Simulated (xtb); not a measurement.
xtb input for C3H7NO, SMILES CN(C=O)C, GFN2-xTB. 

```
$ xtb mol.xyz --gfn 2 --sp --chrg 0 --uhf 0 --json
$ cat mol.xyz
12

C      1.71045677    -0.14650390     0.34538412
N      0.29655848    -0.13670436     0.08641878
C     -0.39736692    -1.39247410     0.24312599
C     -0.37622510     0.96370737    -0.28719308
O     -1.56095397     1.01692305    -0.51638378
H      2.12140620     0.85080593     0.20069297
H      1.90666803    -0.46396577     1.37343373
H      2.21718228    -0.83954039    -0.33231324
H     -1.44702854    -1.22432407     0.00964142
H      0.01267914    -2.14292467    -0.43645451
H     -0.30502683    -1.75445435     1.26958886
H      0.28465380     1.84757339    -0.36635246
```

It prints:

```
[banner left out]
          |                Calculation Setup                |
           -------------------------------------------------



           -------------------------------------------------
          |                 G F N 2 - x T B                 |
           -------------------------------------------------

        Reference                      10.1021/acs.jctc.8b01176
      * Hamiltonian:
        H0-scaling (s, p, d)           1.850000    2.230000    2.230000
        zeta-weighting                 0.500000
      * Dispersion:
        s8                             2.700000
        a1                             0.520000
        a2                             5.000000
        s9                             5.000000
      * Repulsion:
        kExp                           1.500000    1.000000
        rExp                           1.000000
      * Coulomb:
        alpha                          2.000000
        third order                    shell-resolved
        anisotropic                    true
        a3                             3.000000
        a5                             4.000000
        cn-shift                       1.200000
        cn-exp                         4.000000
        max-rad                        5.000000


          ...................................................
          :                      SETUP                      :
          :.................................................:
          :  # basis functions                  27          :
          :  # atomic orbitals                  27          :
          :  # shells                           17          :
          :  # electrons                        30          :
          :  max. iterations                   250          :
          :  Hamiltonian                  GFN2-xTB          :
          :  restarted?                      false          :
          :  GBSA solvation                  false          :
          :  PC potential                    false          :
          :  electronic temp.          300.0000000     K    :
          :  accuracy                    1.0000000          :
          :  -> integral cutoff          0.2500000E+02      :
          :  -> integral neglect         0.1000000E-07      :
          :  -> SCF convergence          0.1000000E-05 Eh   :
          :  -> wf. convergence          0.1000000E-03 e    :
          :  Broyden damping             0.4000000          :
          :  net charge                          0          :
          :  unpaired electrons                  0          :
          ...................................................

 iter      E             dE          RMSdq      gap      omega  full diag
   1    -17.1226340 -0.171226E+02  0.412E+00    5.10       0.0  T
   2    -17.1814882 -0.588542E-01  0.238E+00    4.95       1.0  T
   3    -17.1844015 -0.291332E-02  0.133E+00    5.17       1.0  T
   4    -17.1848213 -0.419737E-03  0.160E-01    5.09       1.0  T
   5    -17.1849434 -0.122151E-03  0.920E-02    5.16       1.0  T
   6    -17.1849682 -0.248095E-04  0.412E-02    5.14       1.0  T
   7    -17.1849685 -0.289942E-06  0.104E-02    5.14       2.8  T
   8    -17.1849690 -0.497179E-06  0.423E-03    5.14       6.8  T
   9    -17.1849691 -0.100936E-06  0.154E-03    5.14      18.8  T
  10    -17.1849691 -0.922647E-08  0.192E-04    5.14     150.1  T
  11    -17.1849691 -0.116543E-09  0.673E-05    5.14     429.0  T

   *** convergence criteria satisfied after 11 iterations ***

         #    Occupation            Energy/Eh            Energy/eV
      -------------------------------------------------------------
         1        2.0000           -0.6947172             -18.9042
       ...           ...                  ...                  ...
         9        2.0000           -0.5058466             -13.7648
        10        2.0000           -0.5009062             -13.6304
        11        2.0000           -0.4958231             -13.4920
        12        2.0000           -0.4911500             -13.3649
        13        2.0000           -0.4772955             -12.9879
        14        2.0000           -0.3961643             -10.7802
        15        2.0000           -0.3957637             -10.7693 (HOMO)
        16                         -0.2069025              -5.6301 (LUMO)
        17                          0.0021849               0.0595
        18                          0.0760298               2.0689
        19                          0.1154313               3.1410
        20                          0.1511741               4.1137
       ...                                ...                  ...
        27                          0.6369023              17.3310
      -------------------------------------------------------------
                  HL-Gap            0.1888612 Eh            5.1392 eV
             Fermi-level           -0.3013331 Eh           -8.1997 eV

 SCC (total)                   0 d,  0 h,  0 min,  0.009 sec
 SCC setup                      ...        0 min,  0.000 sec (  1.686%)
 Dispersion                     ...        0 min,  0.000 sec (  0.996%)
 classical contributions        ...        0 min,  0.000 sec (  0.360%)
 integral evaluation            ...        0 min,  0.001 sec ( 15.341%)
 iterations                     ...        0 min,  0.004 sec ( 46.849%)
 molecular gradient             ...        0 min,  0.003 sec ( 32.606%)
 printout                       ...        0 min,  0.000 sec (  1.974%)

         :::::::::::::::::::::::::::::::::::::::::::::::::::::
         ::                     SUMMARY                     ::
         :::::::::::::::::::::::::::::::::::::::::::::::::::::
         :: total energy             -16.983466653681 Eh    ::
         :: gradient norm              0.000138686422 Eh/a0 ::
         :: HOMO-LUMO gap              5.139176087329 eV    ::
         ::.................................................::
         :: SCC energy               -17.184963208444 Eh    ::
         :: -> isotropic ES            0.034690545248 Eh    ::
         :: -> anisotropic ES          0.003049963780 Eh    ::
         :: -> anisotropic XC          0.005940382841 Eh    ::
         :: -> dispersion             -0.005896932542 Eh    ::
         :: repulsion energy           0.201496554763 Eh    ::
         :: add. restraining           0.000000000000 Eh    ::
         :: total charge              -0.000000000000 e     ::
         :::::::::::::::::::::::::::::::::::::::::::::::::::::

           -------------------------------------------------
          |                Property Printout                |
           -------------------------------------------------

    * Orbital Energies and Occupations

         #    Occupation            Energy/Eh            Energy/eV
      -------------------------------------------------------------
         1        2.0000           -0.6947172             -18.9042
       ...           ...                  ...                  ...
         3        2.0000           -0.6425260             -17.4840
         4        2.0000           -0.6347568             -17.2726
         5        2.0000           -0.5777294             -15.7208
         6        2.0000           -0.5641170             -15.3504
         7        2.0000           -0.5576601             -15.1747
         8        2.0000           -0.5412832             -14.7291
         9        2.0000           -0.5058466             -13.7648
        10        2.0000           -0.5009062             -13.6304
        11        2.0000           -0.4958231             -13.4920
        12        2.0000           -0.4911500             -13.3649
        13        2.0000           -0.4772955             -12.9879
        14        2.0000           -0.3961643             -10.7802
        15        2.0000           -0.3957637             -10.7693 (HOMO)
        16                         -0.2069025              -5.6301 (LUMO)
        17                          0.0021849               0.0595
        18                          0.0760298               2.0689
        19                          0.1154313               3.1410
        20                          0.1511741               4.1137
        21                          0.1573125               4.2807
        22                          0.1840036               5.0070
        23                          0.1996254               5.4321
        24                          0.2118289               5.7642
        25                          0.2382443               6.4830
        26                          0.3925689              10.6823
        27                          0.6369023              17.3310
      -------------------------------------------------------------
                  HL-Gap            0.1888612 Eh            5.1392 eV
             Fermi-level           -0.3013331 Eh           -8.1997 eV

     #   Z          covCN         q      C6AA      α(0)
     1   6 C        3.698    -0.051    21.658     6.656
     2   7 N        2.728    -0.079    22.769     7.087
     3   6 C        3.703    -0.051    21.645     6.652
     4   6 C        2.710     0.243    22.936     7.839
     5   8 O        0.857    -0.419    22.068     6.298
     6   1 H        0.925     0.059     2.216     2.328
     7   1 H        0.924     0.055     2.254     2.348
     8   1 H        0.924     0.055     2.256     2.349
     9   1 H        0.925     0.089     1.888     2.149
    10   1 H        0.924     0.050     2.321     2.383
    11   1 H        0.924     0.050     2.321     2.383
    12   1 H        0.922    -0.001     3.079     2.744

 Mol. C6AA /au·bohr⁶  :       1166.082621
 Mol. C8AA /au·bohr⁸  :      24351.191140
 Mol. α(0) /au        :         51.215005


Wiberg/Mayer (AO) data.
largest (>0.10) Wiberg bond orders for each atom

 ---------------------------------------------------------------------------
     #   Z sym  total        # sym  WBO       # sym  WBO       # sym  WBO
 ---------------------------------------------------------------------------
     1   6 C    3.973 --     2 N    1.008     6 H    0.979     7 H    0.975
                             8 H    0.975
     2   7 N    3.516 --     4 C    1.276     1 C    1.008     3 C    0.996
                             5 O    0.216
     3   6 C    3.965 --     2 N    0.996    10 H    0.977    11 H    0.977
                             9 H    0.974
     4   6 C    3.957 --     5 O    1.709     2 N    1.276    12 H    0.919
     5   8 O    2.023 --     4 C    1.709     2 N    0.216
     6   1 H    0.997 --     1 C    0.979
     7   1 H    0.997 --     1 C    0.975
     8   1 H    0.997 --     1 C    0.975
     9   1 H    0.992 --     3 C    0.974
    10   1 H    0.998 --     3 C    0.977
    11   1 H    0.998 --     3 C    0.977
    12   1 H    1.000 --     4 C    0.919
 ---------------------------------------------------------------------------

Topologies differ in total number of bonds
Writing topology from bond orders to xtbtopo.mol

molecular dipole:
                 x           y           z       tot (Debye)
 q only:        1.288      -0.815       0.420
   full:        1.559      -0.791       0.464       4.597
molecular quadrupole (traceless):
                xx          xy          yy          xz          yz          zz
 q only:       -1.507       3.759       1.275      -1.233       0.531       0.232
  q+dip:       -3.296       4.327       2.111      -1.894       0.697       1.185
   full:       -3.244       4.427       1.849      -1.954       0.833       1.395


           -------------------------------------------------
          | TOTAL ENERGY              -16.983466653681 Eh   |
          | GRADIENT NORM               0.000138686422 Eh/α |
          | HOMO-LUMO GAP               5.139176087329 eV   |
Note: The following floating-point exceptions are signalling: IEEE_UNDERFLOW_FLAG IEEE_DENORMAL
normal termination of xtb
           -------------------------------------------------

------------------------------------------------------------------------
------------------------------------------------------------------------
 total:
 SCF:
```

The calculation finished and met its thresholds.

Cost: roughly 0.06 core-seconds.
